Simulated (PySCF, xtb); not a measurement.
Si(Cl)2(GeH3)(OH) (Cl2GeH4OSi), SMILES O[Si](Cl)(Cl)[GeH3].

GFN2-xTB (xtb) at its own geometry gives an orbital gap of 5.75 eV and a dipole moment of 2.17 D.

Geometry: B3LYP-D3(BJ)/def2-SVP. The values are those of a single conformer.

Problem. What does PySCF with PBE/def2-TZVP give? (Estimate from the structure and the level; the computed values follow.)

Solution. gap 6.21 eV (levels -7.33 and -1.12 eV), dipole 0.89 D.
